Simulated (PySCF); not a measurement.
## Spinor energies of N²⁺ (nitrogen, charge +2)

Start: [He] 2s1 2p2; 2s1/2 filled at m_j = +1/2; 2p3/2 filled at m_j = +1/2, +3/2. Calculated with PySCF 2.14 in x2c-TZVPall-2c (5s3p2d1f, 31 functions): generalised Hartree-Fock with the X2C-1e Hamiltonian and a Gaussian nucleus; one run each with spin-orbit coupling (SO) switched off, then screened by Boettger's factors. This is a chosen level, not necessarily the ground level.

```tsv
spinor shell	electrons	ε, spin-free (eV)	ε, screened SO (eV)	weight of nominal j (screened SO)	rms radius, screened SO (bohr)
1s1/2	2	-463.65	-463.66	1.000	0.265
2s1/2	1	-62.559	-62.560	1.000	1.25
2p3/2	2	-48.963	-48.959	0.833	1.24
```

| quantity | spin-free | screened SO |
| --- | --- | --- |
| E (hartree) | -52.65646 | -52.65615 |
| M_J | 5/2 | 5/2 |
| ⟨J²⟩ | 8.751 | 8.751 |
| ⟨L²⟩ | 2.001 | 2.001 |
| ⟨S²⟩ | 3.750 | 3.750 |

Each row is a mean over spinors that exchange with the open shell spreads, by up to 4.681 eV (1s1/2).

Rows whose weight is well below 1 are mixtures of j = l ± 1/2: exchange outweighs spin-orbit coupling there, and the label is only the starting occupation.

Without spin-orbit coupling the j labels of p, d and f shells carry no meaning; the spin-free column gives the mean over the occupied spinors of each nl shell.
